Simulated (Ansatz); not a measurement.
Species: sum formula H$_{2}$SiO$_{2}$F, net charge 0, doublet state. It need not be the lowest isomer of its formula. 
Geometry from a B3LYP-D3(BJ)/def2-TZVP (Ansatz, a program for electronic structure) optimisation:
```
Si
F 1 1.6015
O 1 1.6363 2 105.43
H 3 0.9619 1 117.75 2 -163.97
O 1 1.6456 2 111.15 3 -116.55
H 5 0.9618 1 118.46 2 -70.13
```
Charge 0, spin multiplicity 2.

Basis-set convergence of Hartree-Fock and CCSD correlation energies (hartree) with Ansatz. Cores are frozen in the correlated levels unless marked. Open shells are spin-unrestricted. No spin-orbit coupling. No relativistic terms.

```json
[
 {"basis": "cc-pV(D+d)Z", "functions": "75", "E(HF)": "-539.39066", "E(corr, CCSD)": "-0.65082"},
 {"basis": "cc-pV(T+d)Z", "functions": "157", "E(HF)": "-539.51573", "E(corr, CCSD)": "-0.83488"},
 {"basis": "cc-pV(Q+d)Z", "functions": "289", "E(HF)": "-539.54375", "E(corr, CCSD)": "-0.89982"}
]
```

Extrapolating the two largest sets (X = 3 and 4) as X^-3: E(corr) = (64·(-0.89982) - 27·(-0.83488))/37 = -0.9472 Eh, an estimate of the basis-set limit. The largest set recovers 95.0 % of it, the smallest 68.7 %.
